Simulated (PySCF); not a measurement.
PySCF was given this input:
```python
from pyscf import gto, scf

mol = gto.M(
    atom='''
C    -2.13541674   -0.82242625    1.73381045
C    -1.15626174   -0.73410498    0.56162028
C    -1.90863189   -0.52017889   -0.74634691
C    -0.15536817    0.38361761    0.79191418
Ge    1.31350398    0.43652282   -0.60897067
H    -2.83860807   -1.63850968    1.58182763
H    -2.69809050    0.10465609    1.82660931
H    -1.60406683   -0.99680103    2.66705419
H    -0.60974982   -1.68334587    0.49740934
H    -2.44637658    0.42595875   -0.72516022
H    -1.20652226   -0.49966040   -1.58145739
H    -2.62433031   -1.32129043   -0.91716601
H     0.37901389    0.23887154    1.73334896
H    -0.66223253    1.34783656    0.83822027
H     2.48521998    1.21584634    0.08103298
H     1.92768703   -1.00373722   -0.56064572
''',
    basis='sto-3g',
    spin=1,
    verbose=3,
)

mf = scf.UHF(mol)
mf.kernel()
```

What does this run give for the Mulliken (on the basis functions themselves) charges in atom order, total energy?


The Mulliken (on the basis functions themselves) charges in atom order is C1 -0.18, C2 -0.02, C3 -0.18, C4 -0.23, Ge5 0.44, H6 0.05, H7 0.05, H8 0.06, H9 0.05, H10 0.05, H11 0.05, H12 0.06, H13 0.04, H14 0.04, H15 -0.14, H16 -0.14. The total energy is -2207.7538 Eh.

These values belong to the state on which the SCF converged, which isn't shown to be the lowest.
